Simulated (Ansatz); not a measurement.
C₁₂H₁₀O₂S⁻, that is diphenyl sulfone with one electron more, relaxed as a doublet with UKS r2SCAN-D4/def2-SVP in Ansatz, starting from the r2SCAN-D4/def2-SVP geometry of the neutral singlet. Force threshold 0.03 eV/Å.

The highest occupied level of the relaxed charge -1 doublet lies above zero (up to 1.36 eV). By energy differences its removal costs 0.33 eV (each at its own geometry, to the charge 0 singlet, at PBE0-D4/def2-SVP). The relaxation made no stability test and no search for a lower SCF solution.

Start:

```xyz
25

O     0.388   -2.755    0.158
S     0.871   -1.481   -0.394
O     2.054   -1.397   -1.262
C    -0.500   -0.733   -1.286
C    -0.225    0.164   -2.322
C    -1.294    0.734   -3.017
C    -2.610    0.399   -2.678
C    -2.866   -0.515   -1.650
C    -1.806   -1.093   -0.947
C     1.148   -0.370    0.993
C     0.492   -0.617    2.201
C     0.718    0.245    3.277
C     1.595    1.326    3.137
C     2.258    1.549    1.925
C     2.041    0.694    0.841
H     0.813    0.387   -2.582
H    -1.099    1.436   -3.833
H    -3.443    0.847   -3.227
H    -3.896   -0.785   -1.401
H    -1.977   -1.829   -0.157
H    -0.168   -1.484    2.290
H     0.216    0.066    4.232
H     1.771    1.996    3.983
H     2.955    2.386    1.826
H     2.565    0.829   -0.109
```

```tsv
step	energy (eV)	largest force component (eV/Å)	SCF passes
1	-27509.4533	2.079	28
2	-27509.5823	1.263	30
3	-27509.6219	0.186	27
4	-27509.6293	0.113	25
5	-27509.6332	0.042	27
6	-27509.6356	0.035	25
7	-27509.6366	0.028	25
```

Force components are those of the run's own axes.

End:

```xyz
25

O     0.456   -2.869    0.131
S     0.925   -1.573   -0.418
O     2.120   -1.511   -1.295
C    -0.414   -0.879   -1.320
C    -0.169    0.124   -2.297
C    -1.233    0.814   -2.863
C    -2.565    0.542   -2.480
C    -2.803   -0.458   -1.511
C    -1.753   -1.160   -0.933
C     1.233   -0.513    0.950
C     0.490   -0.670    2.152
C     0.587    0.285    3.155
C     1.410    1.422    3.002
C     2.148    1.571    1.807
C     2.066    0.627    0.792
H     0.863    0.316   -2.603
H    -1.033    1.574   -3.628
H    -3.398    1.089   -2.932
H    -3.832   -0.696   -1.218
H    -1.930   -1.950   -0.197
H    -0.129   -1.564    2.271
H     0.023    0.145    4.085
H     1.481    2.169    3.798
H     2.807    2.438    1.681
H     2.650    0.726   -0.128
```

By distances, no bond broke or formed. The bond that changes most is S2–C4, from 1.80 to 1.76 Å (atoms count from 1).

No frequencies were taken in this run, so the end may be a saddle point.

Hardware: 4 threads of Arm Neoverse V1 on a shared host. Wall time 2 min, peak host memory 0.6 GiB.
